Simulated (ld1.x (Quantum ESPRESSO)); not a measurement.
# Which change was made? (Er, TM)

ld1.x (Quantum ESPRESSO) 7.5 input, shortened:

```
&input
   title='Er', zed=68., rel=2, dft='PBE', iswitch=3,
   config='[Xe] 4f11 5d1 6s0 6p0', rel_dist='average'
 /
 &inputp
   pseudotype=2, tm=.true., lloc=0,
   nlcc=.true., rcore=1.20
 /
3
5P  2  1   6.00   0.00  1.45  1.45  0.0
5D  3  2   1.00   0.00  2.70  2.70  0.0
5S  1  0   2.00   0.00  2.05  2.05  0.0
 &test
   configts(1)='5s2 5p6 5d1 6s0 6p0'
 /
```

Open shells are filled in proportion to 2j + 1 (rel_dist='average').

Cutoffs, loose and tight: the cutoffs (Ry, on a coarse ladder) from which the occupation-weighted sum of valence levels, in a spherical-Bessel basis at the reference potential, stays within 10 and 1 mRy of its value at 400 Ry. They do not see the model core or the augmentation charge, which bear on the density cutoff. Test errors are all-electron minus pseudo excitation energies from the reference, over the configurations 5s2 5p6 5d1 6s2 6p0; 5s2 5p6 5d1 6s1 6p0; 5s2 5p6 5d0 6s0 6p0; 5s2 5p6 5d1 6s0 6p2; 5s2 5p6 5d1 6s1 6p1; 5s2 5p6 5d1.5 6s1.5 6p0; 5s2 5p6 5d2 6s1 6p0; variants that change the core or the reference have their own tests. The largest error is taken over the tests solved by every variant that gives reliable tests at all, those not shown here included: 5s2 5p6 5d0 6s0 6p0; 5s2 5p6 5d1 6s0 6p2; 5s2 5p6 5d1 6s1 6p0; 5s2 5p6 5d1 6s1 6p1.

The base gives: outcome: generated; cutoff, loose: 70 Ry; cutoff, tight: 100 Ry; bound ghosts: none; largest test error (meV): +1524.

Problem. After one change the result is: outcome: generated; bound ghosts: none; largest test error (meV): +833. Which change was it?
A. all radii but the core radius scaled by about 0.89 (s 1.82, p 1.28, d 2.40 bohr)
B. all radii but the core radius scaled by about 1.25 (s 2.56, p 1.82, d 3.38 bohr)
C. all radii but the core radius scaled by about 1.39 (s 2.84, p 2.02, d 3.74 bohr)
D. all radii but the core radius scaled by about 1.07 (s 2.20, p 1.56, d 2.90 bohr)

Solution. A. The others give: all radii but the core radius scaled by about 1.39 (s 2.84, p 2.02, d 3.74 bohr) → outcome: generated; cutoff, loose: 30 Ry; cutoff, tight: 40 Ry; bound ghosts: s (extra level of the local part); largest test error (meV): +4402 | all radii but the core radius scaled by about 1.07 (s 2.20, p 1.56, d 2.90 bohr) → outcome: generated; cutoff, loose: 60 Ry; cutoff, tight: 90 Ry; bound ghosts: none; largest test error (meV): +2199 | all radii but the core radius scaled by about 1.25 (s 2.56, p 1.82, d 3.38 bohr) → outcome: generated; cutoff, loose: 35 Ry; cutoff, tight: 70 Ry; bound ghosts: none; largest test error (meV): +3619.
